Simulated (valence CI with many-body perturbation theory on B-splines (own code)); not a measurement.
Br¹³⁺: M1 decay

Computed by valence CI with perturbative core correlation (CI+MBPT): four valence electrons over a frozen Dirac-Fock core [Ar], a basis of 9 s, 9 p, 10 d, 8 f, 5 g, 3 h, 1 i functions for each j, with the one-electron correlation potential Σ1, the two-electron term Σ2, the three-electron term Σ3, Breit, model QED; selected CI, second order for the rest (own B-spline code, finite nucleus).

No measured levels were compared; by estimate terms of the open shell hold to 2 to 4 % of their energy, and close levels can change places. Core correlation moves these levels by up to 7200 cm⁻¹, and in measured spectra 5 to 20 % of such shifts remained as error; rates that hang on mixing are uncertain with them. Only levels of the ground parity were solved; by the run's estimate the other parity begins above the list, which can be wrong where configurations are misplaced.

Lines 51 to 100 of 120 in falling wavelength, among levels below 273710 cm⁻¹, chosen from the decays that carry over 1 % of a level's rate. Wavelengths and rates use the calculated energies, so an error of 2000 cm⁻¹ moves a line at 2577 Å by 5.2 % and its rate by three times that or more. Weak lines are less certain than strong ones. Lines between different terms over intervals too small for the method are left out, as are lines whose strength nearly cancels. Branching is blank where the lifetime is uncertain.

Names give the largest LS component (configuration and term), which can be under half, so a name can repeat, a term be missing and a line seem to break the LS rules; names also repeat where a configuration has a term twice. Letters in brackets count levels of one name in rising energy.

| λ vac (Å) | Upper | Lower | Type | A (s⁻¹) | Branch % |
| --- | --- | --- | --- | --- | --- |
| 2577 | 3d4 1S_0 [a] | 3d4 3P_1 [a] | M1 | 2.34e+02 | 100.0 |
| 2489 | 3d4 3H_4 | 3d4 5D_4 | M1 | 1.47e+01 | 82.5 |
| 2282 | 3d4 3H_4 | 3d4 5D_3 | M1 | 3.13e+00 | 17.5 |
| 2241 | 3d4 3H_5 | 3d4 5D_4 | M1 | 2.89e-01 | 13.0 |
| 2208 | 3d4 1D_2 [a] | 3d4 3F_2 [a] | M1 | 2.80e+01 | 14.4 |
| 2196 | 3d4 3P_0 [a] | 3d4 5D_1 | M1 | 2.48e+02 | 100.0 |
| 2166 | 3d4 1F_3 | 3d4 3G_4 | M1 | 1.80e+01 |  |
| 2152 | 3d4 1D_2 [a] | 3d4 3F_3 [a] | M1 | 5.55e+01 | 28.5 |
| 2149 | 3d4 1F_3 | 3d4 3G_3 | M1 | 1.28e+01 |  |
| 2097 | 3d4 3F_3 [a] | 3d4 5D_4 | M1 | 5.98e+00 | 6.9 |
| 2089 | 3d4 3F_4 [b] | 3d4 1G_4 [a] | M1 | 9.26e+00 |  |
| 2031 | 3d4 1F_3 | 3d4 3P_2 [a] | M1 | 3.60e+00 |  |
| 2017 | 3d4 1D_2 [a] | 3d4 3P_1 [a] | M1 | 1.51e+01 | 7.8 |
| 1989 | 3d4 3P_2 [b] | 3d4 3D_2 | M1 | 2.96e+01 | 18.4 |
| 1968 | 3d4 3F_4 [a] | 3d4 5D_4 | M1 | 8.63e+01 | 70.7 |
| 1949 | 3d4 3F_3 [a] | 3d4 5D_3 | M1 | 5.45e+01 | 63.2 |
| 1938 | 3d4 3P_1 [a] | 3d4 5D_2 | M1 | 1.79e+02 | 89.3 |
| 1935 | 3d4 3P_2 [b] | 3d4 3D_3 | M1 | 8.86e+00 | 5.5 |
| 1905 | 3d4 3F_2 [a] | 3d4 5D_3 | M1 | 4.99e+00 | 7.2 |
| 1899 | 3d4 3F_2 [b] | 3d4 3D_1 | M1 | 3.03e+01 | 14.0 |
| 1856 | 3d4 1F_3 | 3d4 3F_4 [a] | M1 | 6.37e+00 |  |
| 1837 | 3d4 3F_4 [a] | 3d4 5D_3 | M1 | 2.13e+01 | 17.4 |
| 1830 | 3d4 3F_4 [b] | 3d4 3D_3 | M1 | 4.12e+01 |  |
| 1828 | 3d4 3F_3 [a] | 3d4 5D_2 | M1 | 2.34e+01 | 27.1 |
| 1826 | 3d4 3F_2 [b] | 3d4 3D_2 | M1 | 3.84e+01 | 17.7 |
| 1789 | 3d4 3F_2 [a] | 3d4 5D_2 | M1 | 3.96e+01 | 56.8 |
| 1780 | 3d4 3F_2 [b] | 3d4 3D_3 | M1 | 9.69e+00 | 4.5 |
| 1773 | 3d4 3P_1 [a] | 3d4 5D_0 | M1 | 8.89e+00 | 4.4 |
| 1754 | 3d4 1F_3 | 3d4 3F_3 [a] | M1 | 1.30e+01 |  |
| 1719 | 3d4 3G_3 | 3d4 5D_4 | M1 | 4.44e+00 | 6.8 |
| 1708 | 3d4 3G_4 | 3d4 5D_4 | M1 | 1.69e+01 | 56.1 |
| 1701 | 3d4 3F_2 [a] | 3d4 5D_1 | M1 | 2.51e+01 | 36.0 |
| 1692 | 3d4 3P_2 [a] | 3d4 5D_3 | M1 | 8.87e+01 | 82.6 |
| 1618 | 3d4 3G_3 | 3d4 5D_3 | M1 | 2.72e+01 | 42.0 |
| 1614 | 3d4 3G_5 | 3d4 5D_4 | M1 | 1.22e+00 | 4.1 |
| 1609 | 3d4 3G_4 | 3d4 5D_3 | M1 | 6.78e+00 | 22.6 |
| 1578 | 3d4 3F_4 [b] | 3d4 3G_5 | M1 | 2.35e+01 |  |
| 1550 | 3d4 1F_3 | 3d4 3H_4 | M1 | 8.02e+00 |  |
| 1534 | 3d4 3G_3 | 3d4 5D_2 | M1 | 1.26e+01 | 19.4 |
| 1497 | 3d4 3F_4 [b] | 3d4 3G_4 | M1 | 6.65e+00 |  |
| 1489 | 3d4 3F_4 [b] | 3d4 3G_3 | M1 | 1.32e+01 |  |
| 1455 | 3d4 3F_2 [b] | 3d4 3G_3 | M1 | 7.28e+01 | 33.5 |
| 1414 | 3d4 3D_3 | 3d4 5D_4 | M1 | 5.93e+01 | 57.6 |
| 1345 | 3d4 3D_3 | 3d4 5D_3 | M1 | 1.34e+01 | 13.0 |
| 1342 | 3d4 3F_4 [b] | 3d4 3F_4 [a] | M1 | 2.68e+01 |  |
| 1338 | 3d4 3P_2 [b] | 3d4 3F_3 [a] | M1 | 2.55e+00 | 1.6 |
| 1320 | 3d4 3D_2 | 3d4 5D_3 | M1 | 5.33e+01 | 44.4 |
| 1291 | 3d4 1G_4 [a] | 3d4 5D_4 | M1 | 5.04e+00 | 3.0 |
| 1288 | 3d4 3F_4 [b] | 3d4 3F_3 [a] | M1 | 2.46e+01 |  |
| 1286 | 3d4 3D_3 | 3d4 5D_2 | M1 | 2.11e+01 | 20.5 |
